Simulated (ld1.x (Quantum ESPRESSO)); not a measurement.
# lanthanum (La): excitation energies, all-electron against RRKJ

La, norm-conserving RRKJ (Kleinman–Bylander form), made with ld1.x (Quantum ESPRESSO) 7.5 (PBE, fully relativistic). Core [Kr] 4d10, reference 4f0 5s2 5p6 5d0 6s0 6p0 (charge +3). Waves: 5p (bound): rc 2.50 bohr; 5d (bound, empty): rc 2.50 bohr; 4f (bound, empty): rc 1.75 bohr; 5s (bound): rc 2.00 bohr. Local part: the s channel. Core correction: Bessel-smoothed model core inside 1.30 bohr.

Open shells are filled in proportion to 2j + 1 (rel_dist='average').

Energies are relative to the spin-unpolarised reference configuration 4f0 5s2 5p6 5d0 6s0 6p0; without spin polarisation the order of configurations can differ from experiment. The frozen-core shift is the all-electron ΔE with the core orbitals held at their reference shape minus the fully relaxed ΔE.

| valence configuration | charge | ΔE all-electron (eV) | error AE − PS (meV) | frozen-core shift (meV) |
| --- | --- | --- | --- | --- |
| 4f0 5s2 5p6 5d1 6s1 6p0 | +1 | -29.825 | +247 | +1.8 |
| 4f0 5s2 5p6 5d1 6s0 6p0 | +2 | -18.938 | +2.9 | +1.1 |
| 4f0 5s2 5p6 5d1.5 6s1.5 6p0 | 0 | -35.442 | +249 | +2.2 |
| 4f0 5s2 5p6 5d1 6s1.5 6p0 | +0.5 | -33.391 | +313 | +2.1 |
| 4f0 5s2 5p6 5d2 6s1 6p0 | 0 | -34.995 | +157 | +2.2 |

Q: What are ΔE and the potential's error for 4f1 5s2 5p6 5d0 6s1 6p0?

A: ΔE = -29.520 eV all-electron; the error (AE − PS) is +454 meV.

Q: What are ΔE and the potential's error for 4f0 5s2 5p6 5d1 6s2 6p0?

A: ΔE = -35.790 eV all-electron; the error (AE − PS) is +355 meV.

Levels in the configuration 4f0 5s2 5p6 5d1 6s1 6p0:

| level | all-electron (eV) | pseudo (eV) |
| --- | --- | --- |
| 5s j=1/2 | -44.693 | -44.542 |
| 5p j=1/2 | -29.937 | -29.788 |
| 5p j=3/2 | -27.422 | -27.277 |
| 5d j=3/2 | -8.633 | -8.525 |
| 5d j=5/2 | -8.419 | -8.313 |
| 6s j=1/2 | -8.341 | -8.505 |

A Bessel basis up to 400 Ry misses an occupied level by 0.28 Ry, so cutoffs and ghosts were not judged.
